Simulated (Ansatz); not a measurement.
System: YCl2, charge 0, doublet. YCl2 (parent SMILES [Y]([Cl])[Cl], doublet).
B3LYP-D3(BJ)/def2-TZVP minimum from Ansatz (an electronic-structure program):
```
Y
Cl 1 2.4388
Cl 1 2.4388 2 125.83
```
Charge 0, spin multiplicity 2.

Total energies in hartree (Ansatz). Radicals and triplets start from unrestricted determinants; spin-orbit coupling is neglected. Correlated methods leave the cores frozen (noble-gas shells, and filled d and f shells in the p block). Past Kr the def2 sets carry scalar-relativistic core potentials. For partners of very few electrons the exact lower level stands in for a higher one. The determinant of Y ([Y], doublet) is a saddle point of the SCF energy; a lower one exists, which strains HF and MP2. The spin of Cl2Y (parent SMILES [Cl][Y][Cl], doublet) was assumed, and the state is the lowest solution found for it.

| species | HF/def2-TZVPP | CCSD(T)/def2-TZVPP | HF/def2-QZVPP | CCSD(T)/def2-QZVPP | CCSD(T)/def2-SVP | CCSDT(Q)/def2-SVP |
|---|---|---|---|---|---|---|
| 1: YCl2 (parent SMILES [Cl][Y][Cl], doublet) | -957.08811 | -957.56066 | -957.11581 | -957.63241 | -957.09918 | -957.10045 |
| 2: Y (doublet) | -37.81868 | -37.86229 | -37.81939 | -37.86380 | -37.84440 | -37.84501 |
| 3: Cl (doublet) | -459.47685 | -459.66464 | -459.48954 | -459.69535 | -459.44599 | -459.44629 |

Question: Work out the atomisation energy (electronic, to ground-state atoms) in kcal/mol: take Hartree-Fock from def2-QZVPP, extrapolate the CCSD(T) correlation energy as X^-3 (X = 3, 4), and add CCSDT(Q) - CCSD(T) in def2-SVP. 1 hartree = 627.51 kcal/mol.

Answer: 
Species 1: correlation (64·(-0.51660) - 27·(-0.47255))/37 = -0.54874; step -0.00127; E1 = -957.11581 + (-0.54874) + (-0.00127) = -957.66582
Species 2: correlation (64·(-0.04441) - 27·(-0.04361))/37 = -0.04499; step -0.00061; E2 = -37.81939 + (-0.04499) + (-0.00061) = -37.86499
Species 3: correlation (64·(-0.20581) - 27·(-0.18779))/37 = -0.21896; step -0.00030; E3 = -459.48954 + (-0.21896) + (-0.00030) = -459.70880
-1·E1 +1·E2 +2·E3 = 0.38323 hartree = 240.5 kcal/mol.
